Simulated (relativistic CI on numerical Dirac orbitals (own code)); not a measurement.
Computed by Dirac-Coulomb-Breit CI, KLI orbitals optimised for each configuration, model QED (radiative potential, 1s self-energy scaled to tabulated hydrogen-like ionisation energies), unscaled Slater integrals (own radial code, finite nucleus).

The strongest absorption lines from the ground level of an ion, among the configurations computed and to levels below about 46.4 eV (vacuum wavelength in Å, gf): 268.13 (0.91), 368.36 (0.05), 385.28 (0.063), 396.67 (0.13), 422.66 (0.44).

Problem. Which ion is it?
A. Pt IX
B. Os V
C. Pt VII
D. Pb XI

Solution. C. Pt VII has 72 electrons and the ground level 5s2.5p6.5d4 5D_0; the strongest line goes to 5s2.5p6.5d3.5f 3D°_1. The pattern of lines fixes the number of electrons, and along that sequence the line energies rise steadily with the charge (about as its square where n changes within one kind of shell, about linearly where n is kept but much faster in heavy ions where fine structure, which grows about as Z⁴, sets the gap, and irregularly where shells cross), which fixes Z. Configurations outside the model, such as inner-shell arrays, can give stronger lines. At this charge configurations can still be misplaced by up to about 7 % of their energy. Terms inside the open d or f shell come out 10 to 20 % too wide with unscaled integrals. Levels and lines within the n = 5 or 6 shells can be off by up to 10 % or somewhat more, and those that change n by about 2 %, since core polarisation is missing.

LS names give the leading component of a level, which can be under half, so a name can repeat, a term be missing and a line seem to break the LS rules.
